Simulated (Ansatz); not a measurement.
Consider the formal exchange of groups at a B–C bond: `CBO` + CH₃OH → `OBCO` + CH₄.

Program: Ansatz. Geometries: PBE0-D4/def2-TZVP. ΔE: electronic, gas phase. CBS: MP2 limit from def2 TZ/QZ plus the TZ coupled-cluster correction, frozen cores. This one scheme is used for every species. Functionals use def2-TZVPP. Each species was taken in one conformer, which may not be the lowest.

| level | ΔE (kcal/mol) | difference from CCSD(T)/CBS |
| --- | --- | --- |
| LDA (SPW92) | -2.8 | -1.8 |
| PBE-D4 | -1.5 | -0.5 |
| revPBE-D4 | -1.4 | -0.4 |
| PBE0-D4 | -1.2 | -0.2 |
| r2SCAN0-D4 | -1.3 | -0.3 |
| ωB97X-V | -1.2 | -0.2 |
| B2PLYP | -0.8 | 0.2 |
| PBE | -1.2 | -0.2 |
| r2SCAN0 | -1.2 | -0.2 |
| LC-ωPBE | -1.0 | 0.0 |
| MP2/def2-TZVPP | -0.7 | 0.3 |
| CCSD/def2-TZVPP | -0.5 | 0.5 |
| HF/def2-QZVPP | 0.4 | 1.4 |
| MP2/def2-QZVPP | -0.8 | 0.2 |
| SCS-MP2/def2-QZVPP | -0.4 | 0.6 |
| HF/CBS(def2) | 0.4 | 1.4 |
| CCSD(T)/CBS | -1.0 | 0 |

Largest T1 diagnostic among the species: 0.012.

In def2-TZVPP, CCSD(T) changes the Hartree–Fock value by −1.2 kcal/mol (the triples alone add −0.2 kcal/mol) and MP2 by −1.1 kcal/mol. Leaving LDA and LC-ωPBE aside and taking each functional with its dispersion term where it has one, the values, not all of them listed here, spread over 0.7 kcal/mol, from r2SCAN-D4 to B2PLYP. LDA lies −1.6 kcal/mol from PBE without D4.
